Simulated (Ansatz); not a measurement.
Consider the ligand exchange at a Ge–C bond: `O=[CH][GeH3]` + HCl → `[Cl][GeH3]` + `C=O`.

Isolated molecules relaxed with PBE0-D4/def2-TZVP in Ansatz; ΔE leaves out vibrations. CBS: MP2 limit from def2 TZ/QZ plus the TZ coupled-cluster correction, frozen cores. This one scheme is used for every species. DFT in def2-TZVPP. HSE06 is defined as in plane-wave codes. For Ge outer-core shells are correlated without core-valence functions, which leaves a few kJ/mol of doubt a bond. Scalar relativity is left out up to krypton.

(1) Is it downhill or uphill in electronic energy at CCSD(T)/CBS, and by how much? (An estimate is asked.)

(2) What do these levels give: PBE-D4, BLYP-D4, HSE06-D4, B2PLYP, PBE, HSE06, RPA@PBE/def2-TZVPP, MP2/def2-TZVPP, CCSD/def2-TZVPP, CCSD(T)/def2-TZVPP, HF/CBS(def2), MP2/CBS(def2)? (Best estimate.)

Largest T1 diagnostic among the species: 0.015.

Answers

(1) The calculation gave: Downhill: ΔE = -22.3 kcal/mol.

(2) The calculation gave: PBE-D4 -20.2, BLYP-D4 -20.7, HSE06-D4 -22.3, B2PLYP -23.0, PBE -20.4, HSE06 -22.4, RPA@PBE/def2-TZVPP -21.8, MP2/def2-TZVPP -23.3, CCSD/def2-TZVPP -22.8, CCSD(T)/def2-TZVPP -22.1, HF/CBS(def2) -28.2, MP2/CBS(def2) -23.5 kcal/mol.

In def2-TZVPP, CCSD(T) changes the Hartree–Fock value by +6.0 kcal/mol (the triples alone add +0.7 kcal/mol) and MP2 by +4.8 kcal/mol. From PBE to PBE0 (25 % exact exchange), in def2-TZVPP and without D4, ΔE moves by −2.0 kcal/mol. At CCSD(T), def2-SVP lies −0.8 kcal/mol from the extrapolated value and def2-TZVPP +0.1 kcal/mol.
